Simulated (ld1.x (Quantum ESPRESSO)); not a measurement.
Which change was made? (Sb, TM)

```json
{
 "Element": "antimony (Sb)",
 "Generator": "ld1.x (Quantum ESPRESSO) 7.5",
 "Type": "norm-conserving Troullier–Martins (Kleinman–Bylander form)",
 "Functional": "LDA (PZ)",
 "Relativity": "scalar-relativistic",
 "Frozen core": "[Kr] 4d10",
 "Valence charge": "5",
 "Reference configuration": "5s2 5p3",
 "Partial waves": "5s (bound): rc 1.40 bohr; 5p (bound): rc 1.95 bohr",
 "Local potential": "all-electron potential smoothed inside 1.10 bohr (lloc = -1)",
 "Core correction": "a·sin(br)/r model core, default radius (core density twice the valence density)"
}
```

Cutoffs, loose and tight: the cutoffs (Ry, on a coarse ladder) from which the occupation-weighted sum of valence levels, in a spherical-Bessel basis at the reference potential, stays within 10 and 1 mRy of its value at 400 Ry. They do not see the model core or the augmentation charge, which bear on the density cutoff. Test errors are all-electron minus pseudo excitation energies from the reference, over the configurations 5s2 5p2; 5s2 5p1; 5s2 5p0; 5s1 5p4; 5s0 5p5; 5s1 5p3; 5s2 5p2.5 (two spin-polarised tests are not counted in the largest error); variants that change the core or the reference have their own tests.

The base gives: outcome: generated; cutoff, loose: 45 Ry; cutoff, tight: 180 Ry; bound ghosts: s, p, d; largest test error (meV): -129.

Problem. After one change the result is: outcome: generated; cutoff, loose: 45 Ry; cutoff, tight: 180 Ry; bound ghosts: none; largest test error (meV): -99. Which change was it?
A. local potential all-electron potential smoothed inside 1.90 bohr (lloc = -1)
B. local potential all-electron potential smoothed inside 0.76 bohr (lloc = -1)
C. local potential all-electron potential smoothed inside 2.24 bohr (lloc = -1)

Solution. C. The others give: local potential all-electron potential smoothed inside 0.76 bohr (lloc = -1) → outcome: generated; cutoff, loose: 90 Ry; cutoff, tight: 180 Ry; bound ghosts: s, p, d; largest test error (meV): -166 | local potential all-electron potential smoothed inside 1.90 bohr (lloc = -1) → outcome: generated; cutoff, loose: 45 Ry; cutoff, tight: 180 Ry; bound ghosts: s, d; largest test error (meV): -64.
